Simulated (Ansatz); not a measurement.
Reaction (cleavage of the As–B bond): `B[AsH]N` + H₂S → `N[AsH]S` + BH₃

Computed with Ansatz on PBE0-D4/def2-TZVP structures; ΔE is electronic, products minus reactants. CCSD(T)/CBS is the MP2 limit (def2-TZVPP, def2-QZVPP) plus CCSD(T) − MP2 in def2-TZVPP, frozen cores. This one scheme is used for every species. For As outer-core shells are correlated without core-valence functions, which leaves a few kJ/mol of doubt a bond. Scalar relativity is left out up to krypton. One conformer a species, not always the lowest.

```csv
species,HF/def2-TZVPP energy (Eh)
`B[AsH]N`,-2316.24663
H₂S,-398.70765
`N[AsH]S`,-2688.56150
BH₃,-26.40065
```

(1) Work out ΔE.

Largest T1 diagnostic among the species: 0.014.

Answers

(1) ΔE = (-2688.56150) + (-26.40065) − (-2316.24663) − (-398.70765) = -0.00787 Eh = -20.7 kJ/mol. CCSD(T)/CBS gives -5.4 kJ/mol.

In def2-TZVPP, CCSD(T) changes the Hartree–Fock value by +17.6 kJ/mol (the triples alone add +0.7 kJ/mol) and MP2 by +11.5 kJ/mol. Leaving LDA and LC-ωPBE aside and taking each functional with its dispersion term where it has one, the values, not all of them listed here, spread over 13.4 kJ/mol, from BHLYP-D4 to PBE-D4. LDA lies +11.1 kJ/mol from PBE without D4.
